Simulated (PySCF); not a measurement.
Two species compared at the same levels of theory.

First species: Propane, C₃H₈.
SMILES: `CCC`

Second species: C₄H₄ClF₃.
SMILES: `FC(F)(F)C1(Cl)CC1`

Levels: PBE0/def2-SVPD for dipole moment, HOMO energy, LUMO energy, HOMO–LUMO gap, static isotropic polarisability and electronic spatial extent ⟨r²⟩ about the centre of nuclear charge; TDDFT PBE0/def2-SVPD for lowest singlet excitation; TDA PBE0/def2-SVPD for lowest triplet excitation (Tamm–Dancoff); GFN2-xTB for rotational constant A and rotational constant C. Geometries: GFN2-xTB. All species are isolated and taken at one optimised geometry, non-relativistic unless stated. Electronic properties by PySCF.

The conformers computed, where there is a choice (atom-mapped SMILES and torsion angles):
- `[F:1][C:2]([F:3])([F:4])[C:5]1([Cl:6])[CH2:7][CH2:8]1`: F1–C2–C5–Cl6 180°

(1) Which of the two has the higher rotational constant C, and by how much?

(2) Which has the higher HOMO energy?

(3) Which of the two has the higher static isotropic polarisability, and by how much?

(4) Which of the two has the higher rotational constant A, and by how much?

(5) Which of the two has the higher T1 energy, and by how much?

(6) Which of the two has the higher LUMO energy, and by how much?

(7) Which has the higher ⟨r²⟩?

(8) Which has the higher S1 energy?

## Answers

(1) The first: 7.584 GHz against 1.251 GHz, a difference of 6.333 GHz.

(2) The second: -8.53 eV against -9.21 eV, a difference of 0.68 eV.

(3) The second: 61.2 au against 39.6 au, a difference of 21.6 au.

(4) The first: 29.389 GHz against 2.288 GHz, a difference of 27.101 GHz.

(5) The first: 8.53 eV against 6.07 eV, a difference of 2.46 eV.

(6) The first: 0.88 eV against -0.07 eV, a difference of 0.95 eV.

(7) The second: 973 bohr² against 224 bohr², a difference of 749 bohr².

(8) The first: 8.79 eV against 6.77 eV, a difference of 2.02 eV.

On the first: The 8 singlets span 8.79 to 10.09 eV, and their oscillator strengths add up to 0.32. The polarisability is 5.87 Å³ as a volume (1 au = 0.148185 Å³), or 1.52 au for each of the 26 electrons.

On the second: The polarisability is 9.07 Å³ as a volume (1 au = 0.148185 Å³), or 0.85 au for each of the 72 electrons. In wavenumbers S1 is 54600 cm⁻¹ (1 eV = 8065.54 cm⁻¹).
